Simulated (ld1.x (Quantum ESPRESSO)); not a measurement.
# Which change was made? (Mo, TM)

molybdenum (Mo), norm-conserving Troullier–Martins (Kleinman–Bylander form), made with ld1.x (Quantum ESPRESSO) 7.5 (PBEsol, scalar-relativistic). Core [Kr], reference 4d5.5 5s0.5 5p0. Waves: 5s (bound): rc 2.40 bohr; 5p (bound, empty): rc 4.10 bohr; 4d (bound): rc 2.40 bohr; 4f channel at 0.35 Ry: rc 3.80 bohr. Local part: all-electron potential smoothed inside 2.60 bohr (lloc = -1). Core correction: none.

Cutoffs, loose and tight: the cutoffs (Ry, on a coarse ladder) from which the occupation-weighted sum of valence levels, in a spherical-Bessel basis at the reference potential, stays within 10 and 1 mRy of its value at 400 Ry. They do not see the model core or the augmentation charge, which bear on the density cutoff. Test errors are all-electron minus pseudo excitation energies from the reference, over the configurations 4d5 5s1 5p0; 4d5 5s0 5p0; 4d4 5s0 5p0; 4d4 5s2 5p0; 4d2 5s0 5p0; 4d4 5s1 5p0; 4d5 5s0.5 5p0; variants that change the core or the reference have their own tests.

The base gives: outcome: generated; cutoff, loose: 35 Ry; cutoff, tight: 40 Ry; bound ghosts: none; largest test error (meV): -320.

**Question.** After one change the result is: outcome: generated; cutoff, loose: 30 Ry; cutoff, tight: 35 Ry; bound ghosts: none; largest test error (meV): -134. Which change was it?
A. wave 4d (bound): rc 2.40 bohr becomes 4d (bound): rc 2.02 bohr
B. wave 4d (bound): rc 2.40 bohr becomes 4d (bound): rc 3.16 bohr
C. wave 4d (bound): rc 2.40 bohr becomes 4d (bound): rc 3.66 bohr
D. wave 4d (bound): rc 2.40 bohr becomes 4d (bound): rc 2.66 bohr

**Answer.** D. The others give: wave 4d (bound): rc 2.40 bohr becomes 4d (bound): rc 2.02 bohr → outcome: generated; cutoff, loose: 40 Ry; cutoff, tight: 45 Ry; bound ghosts: none; largest test error (meV): -459 | wave 4d (bound): rc 2.40 bohr becomes 4d (bound): rc 3.16 bohr → outcome: generated; cutoff, loose: 21 Ry; cutoff, tight: 30 Ry; bound ghosts: none; largest test error (meV): +553 | wave 4d (bound): rc 2.40 bohr becomes 4d (bound): rc 3.66 bohr → outcome: generated; cutoff, loose: 18 Ry; cutoff, tight: 25 Ry; bound ghosts: none; largest test error (meV): +1478.
